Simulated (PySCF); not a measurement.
## Dipole response of Sr²⁺ (strontium, charge +2)

[Kr], closed-shell 1S. Computed with PySCF 2.14 in aug-cc-pVQZ-X2C (9s8p6d3f2g, 102 functions), with scalar relativity by spin-free X2C-1e. Coupled (time-dependent) response in atomic units; α is the mean over directions.

```
method  mean α (bohr³)  C₆ (like pair)  S(−4)
   UHF           5.616           26.52  4.707
   PBE           5.750           27.35  5.041
  PBE0           5.681           26.93  4.867
 M06-L           5.656           27.22  4.653
```

S(−4) is the Cauchy moment in α(ω) = α(0) + S(−4) ω² + …

α(iu) at UHF:

| u (hartree) | α(iu) (bohr³) |
| --- | --- |
| 0 | 5.616 |
| 0.0500 | 5.604 |
| 0.100 | 5.569 |
| 0.200 | 5.434 |
| 0.300 | 5.224 |
| 0.500 | 4.654 |
| 0.750 | 3.848 |
| 1.00 | 3.110 |
| 1.50 | 2.027 |
| 2.00 | 1.374 |
| 3.00 | 0.7238 |
| 5.00 | 0.2928 |

A single London oscillator, α(iu) = α/(1 + u²/ω²), gives C₆ = (3/4) ω α². Matching the computed C₆ needs ω = 4 × 26.52 / (3 × 5.616²) = 1.12 hartree.

For an ion, C₆ is the dispersion term alone; charge-induced terms of lower order in 1/R come first.
